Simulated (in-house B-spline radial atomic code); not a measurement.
Configurations of the terbium ion Tb²⁺, with energies counted from [Xe] 4f9. Level of theory: scalar-relativistic (X2C) TPSSh, spin-polarised, spherical fractional occupations, exact exchange averaged over the configuration, Fermi nucleus of rms radius 5.06 fm; calculated with a radial B-spline atomic code at the basis-set limit. Shells without spins written out take the highest spin.

Occupations are held fixed; configurations that lie above the ionisation limit could autoionise.

| configuration | E - E(ref) (eV) | highest orbital | its <r> (bohr) |
| --- | --- | --- | --- |
| [Xe] 4f8 6p1 | 6.9521 | 6p up | 3.996 |
| [Kr] 4d10 4f9 5s2 5p5 6s1 | 24.543 | 6s up | 3.292 |
| [Kr] 4d10 4f9 5s2 5p5 6d1 | 34.299 | 6d up | 5.628 |
| [Kr] 4d10 4f9 5s2 5p5 5f1 | 36.05 | 5f up | 5.781 |
| [Kr] 4d10 4f9 5s2 5p5 6f1 | 38.693 | 6f up | 9.868 |
| [Kr] 4d9 4f10 5s2 5p6 | 144.6 | 4f down | 0.9097 |

(1) Order these further configurations by energy, lowest first.
A. [Kr] 4d9 4f9 5s2 5p6 5f1
B. [Xe] 4f8 5f1
C. [Kr] 4d9 4f9 5s2 5p6 5d1
D. [Kr] 4d10 4f9 5s2 5p5 6p1
E. [Kr] 4d9 4f9 5s2 5p6 6p1

(2) How far above the reference does [Kr] 4d10 4f9 5s2 5p5 5d1 lie?

Results:

(1) B (13.945 eV), D (29.108 eV), C (147.32 eV), E (152.53 eV), A (159.53 eV).

(2) 23.895 eV; its least bound orbital is 5d up with <r> = 2.318 bohr.
